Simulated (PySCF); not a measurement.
Core binding energy against partial charge

Compound: C6H7F.
Geometry (PBE0-D3(BJ)/def2-SVP, Å), atoms numbered from 1 in this order:
```xyz
14
C6H7F angstrom
C     -1.2144   -0.1406    1.6150
C     -1.0865   -0.6121    0.3689
C     -0.1801   -0.1401   -0.6895
C     -0.4997   -0.3512   -1.9821
C      1.0765    0.5629   -0.3755
C      1.7834    0.5400    0.7568
F      1.5669    1.2483   -1.4174
H     -0.6056    0.6811    1.9978
H     -1.9677   -0.5584    2.2873
H     -1.7667   -1.4087    0.0470
H     -1.4146   -0.8851   -2.2492
H      0.1355    0.0122   -2.7907
H      2.7266    1.0849    0.8150
H      1.4455   -0.0397    1.6126
```

Binding energies: delta-SCF UKS SCAN, pcX-2 on the ionised atom, pcseg-1 elsewhere, spin-free X2C (PySCF). Charges: PBE0/pcSseg-1 ground-state density, for the ionised atom.

| atom | environment | C 1s (eV) | Mulliken (e) | IAO (e) | Hirshfeld (e) | ESP (e) |
| --- | --- | --- | --- | --- | --- | --- |
| C4 | terminal =CH2 carbon | 289.92 | -0.050 | -0.290 | -0.090 | -0.466 |
| C6 | terminal =CH2 carbon | 290.10 | -0.212 | -0.371 | -0.127 | -0.659 |
| C1 | terminal =CH2 carbon | 290.21 | -0.152 | -0.305 | -0.092 | -0.431 |
| C2 | alkene CH carbon | 290.90 | -0.134 | -0.137 | -0.041 | -0.126 |
| C3 | fully substituted alkene carbon | 291.13 | -0.383 | -0.024 | -0.011 | +0.070 |
| C5 | vinylic C–F carbon | 292.99 | +0.300 | +0.294 | +0.089 | +0.370 |

Problem. Give the correlation coefficient and slope of binding energy on charge for each scheme.

Solution. IAO: r = 0.98, slope 4.5 eV per e; Hirshfeld: r = 0.97, slope 14.3 eV per e; ESP: r = 0.93, slope 2.8 eV per e; Mulliken: r = 0.65, slope 3.3 eV per e. On 6 points no scheme stands out.

Problem. The point-charge model writes a binding energy as kq + V + constant, with V the potential of the other atoms' charges at the site. What does it give with the Mulliken charges?

Solution. V = Σ 14.40 eV Å × q/r over all other atoms: -0.30 eV at C4, +3.99 eV at C6, +2.03 eV at C1, -0.41 eV at C2, +2.27 eV at C3, -6.03 eV at C5. Fitting binding energy − V to q gives k = 17.2 eV per e and leaves an rms residual of 2.01 eV, against 0.79 eV for the fit on q alone. The model has no term for differences in relaxation between sites.

The unrestricted hole states depart most from a pure doublet (⟨S²⟩ = 0.75; over 0.85 named) for C 1s of C2 (0.94), C 1s of C3 (0.99) and C 1s of C5 (0.97), which makes these values less certain. One conformer (not necessarily the lowest) at the PBE0-D3(BJ)/def2-SVP geometry, without solvent, vibrations or thermal averaging.
